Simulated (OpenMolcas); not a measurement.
Mo⁴⁺: effect of the IPEA shift

* Program: OpenMolcas 26.06
* Basis: ANO-R2 [7s5p4d2f1g]
* Scalar Hamiltonian: X2C, finite nucleus
* Active space: 2 electrons in 5 orbitals (4d)
* State averaging: 2S+1 = 3 even, 10 roots; 2S+1 = 1 even, 15 roots
* Spin-orbit coupling: RASSI with atomic mean-field integrals over the reference wave functions, term energies averaged over their components

Methods on the same reference wave functions:
A. CASSCF
B. SS-CASPT2, IPEA 0.25 Eh, imaginary shift 0.1 Eh (closed shells correlated: 4s 4p)
C. SS-CASPT2, IPEA 0.5 Eh, imaginary shift 0.1 Eh (closed shells correlated: 4s 4p)

Energies in cm⁻¹ above 4d² ³F₂, the measured ground level; measured values from Sugar and Musgrove, J. Phys. Chem. Ref. Data 17, 155 (1988).

```
  Level      A      B      C  Measured
4d² ³F₂    0.0    0.0    0.0       0.0
4d² ³F₃   1525   1570   1569      1578
4d² ³F₄   3304   3340   3340      3357
4d² ¹D₂  12702   9900   9970     10190
4d² ³P₀  13780  11620  11960     11161
4d² ³P₁  14397  12270  12610     11807
4d² ³P₂  15969  13700  14000     13408
4d² ¹G₄  19216  16770  16680     16354
4d² ¹S₀  45022  37740  37760     37738
```

Deviations, from unrounded energies. A percentage is the sum of absolute deviations over the sum of measured energies, with the sign that they share, or ± where signs differ.

| Against measurement | Levels | A | B | C |
| --- | --- | --- | --- | --- |
| mean absolute deviation (cm-1) | 8 | 2600 | 240 | 350 |
| fine structure of the ground term (%) | 2 | -2.2 | -0.5 | -0.6 |
| other terms of the ground configuration (%) | 6 | +20.3 | ±1.9 | ±2.7 |

B lies closest to measurement on these levels and A furthest from it. The largest miss of B in the table is 4d² ³P₁, by +460 cm-1. The ranking rests on the paired levels alone, and a cruder setting can come out closer through cancelling errors.

Between B and C the level of the table that moves most is 4d² ³P₁, by 340 cm-1 (lowest in B, highest in C). Moves below CASPT2's spread within the term are not significant.

The mean deviations of B to C differ by less than CASPT2's widest spread within a term (650 cm-1), so their order carries little weight.

From A to B the spin-free energies of the other terms of 4d² shown, above ³F, scale by factors of 0.73 to 0.85, as is usual when dynamic correlation screens the repulsion within a d or f shell.

The lowest spin-free term lies below A's lowest term by 0.248 hartree in B, 0.243 hartree in C.

CASPT2 breaks the degeneracy within a term, and the mean is taken; among the terms shown or strongly mixed into the levels shown the widest spread is 650 cm-1 (4d² ³F, B). Without dynamic correlation excited terms often stand tens of per cent too high (terms of higher spin than the ground term too low), and those without a measured partner can miss by more than the paired ones (holds for A). Measured partners are found by configuration, term and J. A level has none where our copy of the source lacks it or the pairing is in doubt (some pairs that miss far off the trend of their configuration count as doubtful), and it then counts in no deviation. Levels of configurations outside the active space are missing.
